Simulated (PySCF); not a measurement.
A calculated (UHF, PySCF 2.14, ANO-RCC-VTZP, scalar relativity by spin-free X2C-1e) atom or ion has these occupied shells.

```json
{"shell": "1s α", "electrons": "1", "orbital energy (eV)": "-5555.0", "rms radius, mean of both spins (bohr)": "0.0768"}
{"shell": "1s β", "electrons": "1", "orbital energy (eV)": "-5555.0", "rms radius, mean of both spins (bohr)": "0.0768"}
{"shell": "2s α", "electrons": "1", "orbital energy (eV)": "-693.43", "rms radius, mean of both spins (bohr)": "0.332"}
{"shell": "2s β", "electrons": "1", "orbital energy (eV)": "-692.12", "rms radius, mean of both spins (bohr)": "0.332"}
{"shell": "2p α", "electrons": "3", "orbital energy (eV)": "-582.00", "rms radius, mean of both spins (bohr)": "0.303"}
{"shell": "2p β", "electrons": "3", "orbital energy (eV)": "-580.67", "rms radius, mean of both spins (bohr)": "0.303"}
{"shell": "3s α", "electrons": "1", "orbital energy (eV)": "-123.78", "rms radius, mean of both spins (bohr)": "1.01"}
{"shell": "3s β", "electrons": "1", "orbital energy (eV)": "-119.49", "rms radius, mean of both spins (bohr)": "1.01"}
{"shell": "3p α", "electrons": "3", "orbital energy (eV)": "-91.234", "rms radius, mean of both spins (bohr)": "1.08"}
{"shell": "3p β", "electrons": "3", "orbital energy (eV)": "-85.993", "rms radius, mean of both spins (bohr)": "1.08"}
{"shell": "3d α", "electrons": "2", "orbital energy (eV)": "-47.370", "rms radius, mean of both spins (bohr)": "1.30"}
```

Task: Name the element and its charge.

Result: V³⁺ (vanadium, charge +3), in [Ar] 3d2, high-spin 3F determinant.
